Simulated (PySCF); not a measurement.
C5H5, SMILES C1C=C[CH]C=1 (connectivity only; charge and spin as stated), charge +1, multiplicity 1. Geometry: PBE0-D3(BJ)/def2-SVP. The spin state was assumed, not searched. The isomer is the one that the SMILES or the coordinates give; other isomers of the formula were not compared.

Level of theory: PBE0-D3(BJ)/def2-SVP (PySCF).

Harmonic wavenumbers (cm⁻¹): 244, 331, 475, 697, 797, 817, 873, 968, 980, 1001, 1061, 1062, 1097, 1141, 1285, 1290, 1350, 1608, 1652, 3213, 3253, 3258, 3287, 3290. Rotational constants (GHz): 9.540, 8.012, 4.355; symmetry number 2.

Question: Work out the zero-point energy and the ideal-gas rigid-rotor harmonic-oscillator thermochemistry at 298.15 K and 1 atm.

Answer: ZPE = ½ Σ hcν = ½ × 35030 cm⁻¹ = 50.08 kcal/mol. H − E(el) = 53.52 kcal/mol. Entropy in cal/(mol K): translation 38.44, rotation 23.01, vibration 5.28, total 66.72. G − E(el) = 33.63 kcal/mol. Cp = 18.17 cal/(mol K).
